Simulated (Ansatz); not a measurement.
Sn12O20H18²⁺ (started as a model of: [(RSn)12O14(OH)6]2+, R = H), relaxed as a singlet with RKS r2SCAN-D4/def2-SVP in Ansatz, starting from the GFN1-xTB geometry. Force threshold 0.03 eV/Å.

In the def2 sets Sn takes a core potential; there is no spin–orbit coupling. Single mean-field runs in def2-SVP are fitted with def2-universal-jkfit.

Start:

Cartesian coordinates in Å:
```
Sn -0.1884 -0.2651 -3.2239
Sn 2.0860 1.4711 -1.9947
Sn -0.8602 2.4744 -1.9060
Sn 2.9239 0.3387 0.7839
Sn -2.0607 2.0375 0.9350
Sn -0.9248 -2.5974 -1.2943
Sn -2.9226 -0.3391 -0.7838
Sn 2.0596 -2.0362 -0.9342
Sn 0.9249 2.5952 1.2941
Sn 0.1874 0.2640 3.2246
Sn -2.0852 -1.4721 1.9958
Sn 0.8594 -2.4762 1.9076
O 0.2300 0.8174 -1.5810
O -1.8654 -1.0514 -2.3038
O 0.7081 -1.9276 -2.3830
O 2.8987 -0.2586 -1.2003
O 2.3115 2.1364 -0.0485
O -2.5138 1.5855 -1.0363
O -0.5241 3.1008 0.0368
O 2.5139 -1.5864 1.0381
O 1.8670 1.0498 2.3045
O -2.8970 0.2577 1.2016
O -0.7089 1.9276 2.3819
O -2.3100 -2.1371 0.0502
O 0.5240 -3.1004 -0.0366
O -0.2295 -0.8182 1.5823
O 1.6575 0.5404 -3.8320
O -1.1912 1.5078 -3.7427
O 1.0090 3.1881 -2.5585
O -1.6582 -0.5385 3.8318
O 1.1885 -1.5102 3.7459
O -1.0085 -3.1887 2.5588
H 2.2634 0.2071 -4.4826
H -1.9107 1.6250 -4.3503
H 1.3144 4.0856 -2.6080
H -2.2665 -0.1991 4.4766
H 1.9142 -1.6225 4.3474
H -1.3148 -4.0860 2.6032
H -0.4722 -0.9696 -4.6297
H 3.4893 2.0539 -2.4893
H -1.6395 3.8018 -2.3334
H 4.4769 0.5563 1.1248
H -3.1379 3.1510 1.3547
H -1.4024 -3.9294 -2.0523
H -4.4769 -0.5569 -1.1225
H 3.1359 -3.1501 -1.3550
H 1.4018 3.9289 2.0493
H 0.4711 0.9689 4.6299
H -3.4891 -2.0517 2.4905
H 1.6421 -3.8021 2.3332
```

| step | energy (eV) | largest force component (eV/Å) | SCF passes |
| --- | --- | --- | --- |
| 1 | -111190.3014 | 3.201 | 22 |
| 2 | -111196.3816 | 0.948 | 26 |
| 3 | -111197.2386 | 0.234 | 27 |
| 4 | -111197.3648 | 0.128 | 20 |
| 5 | -111197.3697 | 0.018 | 23 |

Force components are those of the run's own axes.

End:

```xyz
50

Sn   -0.213   -0.316   -3.446
Sn    2.258    1.569   -2.111
Sn   -0.942    2.660   -2.014
Sn    3.101    0.340    0.872
Sn   -2.195    2.146    1.033
Sn   -0.988   -2.780   -1.337
Sn   -3.101   -0.340   -0.872
Sn    2.195   -2.146   -1.033
Sn    0.988    2.780    1.337
Sn    0.213    0.316    3.446
Sn   -2.258   -1.569    2.111
Sn    0.942   -2.660    2.014
O     0.266    0.943   -1.825
O    -1.824   -1.097   -2.299
O     0.647   -1.939   -2.374
O     2.904   -0.216   -1.155
O     2.341    2.082   -0.049
O    -2.491    1.622   -0.991
O    -0.583    3.078    0.040
O     2.490   -1.622    0.991
O     1.824    1.097    2.299
O    -2.904    0.216    1.155
O    -0.647    1.939    2.374
O    -2.341   -2.081    0.049
O     0.583   -3.078   -0.040
O    -0.266   -0.943    1.825
O     1.734    0.462   -3.862
O    -1.300    1.495   -3.770
O     1.042    3.282   -2.505
O    -1.734   -0.461    3.862
O     1.299   -1.495    3.770
O    -1.042   -3.282    2.505
H     2.275    0.312   -4.652
H    -1.862    1.721   -4.525
H     1.332    4.159   -2.798
H    -2.275   -0.311    4.651
H     1.864   -1.720    4.525
H    -1.332   -4.159    2.798
H    -0.508   -1.049   -4.951
H     3.742    2.195   -2.655
H    -1.763    4.071   -2.488
H     4.718    0.512    1.339
H    -3.344    3.260    1.585
H    -1.506   -4.238   -2.022
H    -4.718   -0.512   -1.339
H     3.344   -3.260   -1.585
H     1.506    4.238    2.023
H     0.508    1.048    4.951
H    -3.742   -2.195    2.656
H     1.763   -4.071    2.489
```

By distances, no bond broke or formed. The bond that changes most is Sn11–H49, from 1.60 to 1.70 Å (atoms count from 1).

No frequencies were taken in this run, so the end may be a saddle point.

It took 41 s on 4 threads of AMD EPYC 7R13 on a shared host and a share (37 GiB) of an NVIDIA H100 80GB HBM3, peak host memory 1.4 GiB.
